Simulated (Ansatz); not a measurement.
Start from `[SH][Ga]([SH])[Br]` and change one atom or group to get `[F][Ga]([SH])[SH]`.

Ansatz, PBE0-D4/def2-TZVP geometries, multiplicity 1. Each molecule was computed in one conformer, which needn't be the lowest.

Scalar relativity is left out up to krypton.

| property | `[SH][Ga]([SH])[Br]` |
| --- | --- |
| HOMO energy (ωB97M-V/def2-TZVPP) / eV | -10.04 |
| HOMO–LUMO gap (B3LYP/def2-TZVPP) / eV | 5.92 |
| HOMO energy (B3LYP/def2-TZVPP) / eV | -7.61 |
| LUMO energy (PBE0/def2-TZVPP) / eV | -1.41 |
| HOMO–LUMO gap (PBE/def2-TZVPP) / eV | 4.37 |
| size of the dipole moment (PBE/def2-TZVPP) / D | 0.20 |

Task: What does the change do to each property? (Estimate.)

Result: The calculation gave: 
```json
{"property": "HOMO energy (ωB97M-V/def2-TZVPP) / eV", "`[F][Ga]([SH])[SH]`": "-10.13", "shift": "-0.09"}
{"property": "HOMO–LUMO gap (B3LYP/def2-TZVPP) / eV", "`[F][Ga]([SH])[SH]`": "6.19", "shift": "0.27"}
{"property": "HOMO energy (B3LYP/def2-TZVPP) / eV", "`[F][Ga]([SH])[SH]`": "-7.71", "shift": "-0.10"}
{"property": "LUMO energy (PBE0/def2-TZVPP) / eV", "`[F][Ga]([SH])[SH]`": "-1.20", "shift": "0.21"}
{"property": "HOMO–LUMO gap (PBE/def2-TZVPP) / eV", "`[F][Ga]([SH])[SH]`": "4.61", "shift": "0.24"}
{"property": "size of the dipole moment (PBE/def2-TZVPP) / D", "`[F][Ga]([SH])[SH]`": "1.70", "shift": "1.50"}
```

With PBE0 the HOMO falls by 0.09 eV and the LUMO rises by 0.21 eV, so the gap widens by about 0.30 eV. PBE moves the HOMO by -0.08 eV and ωB97M-V by -0.09 eV. Dipoles are sizes alone; their direction can turn.

B3LYP here is the variant with VWN-RPA as its local correlation; programs differ in this.

Spin–orbit coupling is left out; it splits and shifts lone-pair levels of the heavy atoms by tenths of an eV.
